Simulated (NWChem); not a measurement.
Species: CH₃AlF, doublet; SMILES [CH3][Al][F]

```xyz
6

Al     0.5606    -0.1089     0.0000
C     -0.2819     1.6699     0.0000
H     -0.9236     1.7712     0.8919
H     -0.9236     1.7712    -0.8919
H      0.4561     2.4854     0.0000
F     -0.4545    -1.4419     0.0000
```
Atoms are numbered in this order, from 1.

Computed with NWChem. Pople sets run with spherical d functions. Spin-unrestricted. In the optimisation the excess spin sits in a' (Cs, its own frame). Coordinates come from a PBE0/def2-SVP, spin-unrestricted optimisation. This spin state was assumed; another may lie lower. No stability test was run on the SCF state. B3LYP is NWChem's, with the RPA form of VWN correlation. Vzz is the largest principal value of the second derivative of the potential at the nucleus (NWChem prints the opposite sign); η is the asymmetry. Non-relativistic.

```csv
level,Vzz Al1 (a.u.),η Al1
B3LYP/6-31G*,0.803,0.41
B3LYP/def2-SVP,0.836,0.41
CAM-B3LYP/6-31G*,[?],0.40
CAM-B3LYP/cc-pVTZ,1.080,0.53
```

### Question
What belongs in the gaps?

### Answer

- CAM-B3LYP/6-31G*, Vzz Al1 (a.u.): 0.827
